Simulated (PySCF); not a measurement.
One molecule, one basis, several functionals.

Compound: C₃H₈O₂Si.
Numbering: `[CH2:1]=[C:2]([O:3][CH3:4])[O:5][SiH3:6]` (hydrogens: H7, H8 on C1; H9, H10, H11 on C4; H12, H13, H14 on Si6)

Torsions of this conformer, `[CH2:1]=[C:2]([O:3][CH3:4])[O:5][SiH3:6]`: C1–C2–O3–C4 1°, C1–C2–O5–Si6 -179°.

PySCF, pcSseg-1 basis, density fitting, gas phase, PBE0-D3(BJ)/def2-SVP geometry. One functional is left out:

| functional | exact exchange (%) | HOMO energy (eV) | LUMO energy (eV) | dipole moment (D) |
| --- | --- | --- | --- | --- |
| B97-D | 0 | -5.10 | -0.19 | 2.078 |
| BLYP | 0 | -4.98 | -0.23 | 2.063 |
| BP86 | 0 | -5.24 | -0.41 | 2.094 |
| LDA | 0 | -5.31 | -0.65 | 2.132 |
| OPBE | 0 | -5.07 | -0.21 | 2.035 |
| PBE | 0 | -5.13 | -0.40 | 2.064 |
| B3LYP | 20 | -6.10 | 0.32 | 2.118 |
| PBE0 | 25 | -6.32 | 0.51 | 2.126 |

Problem. Predict the row of mPW1PW91 (25 % exact exchange) by straight lines through the other rows, and check it.

Solution. 
```tsv
property	line	computed	computed − line	PBE0 (25 %), for comparison
HOMO energy (eV)	-6.33	-6.35	-0.02	-6.32
LUMO energy (eV)	0.50	0.54	+0.04	0.51
dipole moment (D)	2.127	2.133	+0.006	2.126
```

Problem. Which of these properties follows the share of exact exchange most closely, and which least?

Solution. Most closely the HOMO energy, least the dipole moment; the correlations over the tabulated rows are HOMO energy -0.980, LUMO energy 0.923, dipole moment 0.595. The HOMO energy moves by -0.476 eV for every 10 %. Functionals with the same share still differ in their other parts: at 0 % BLYP and LDA differ by 0.33 eV in it.
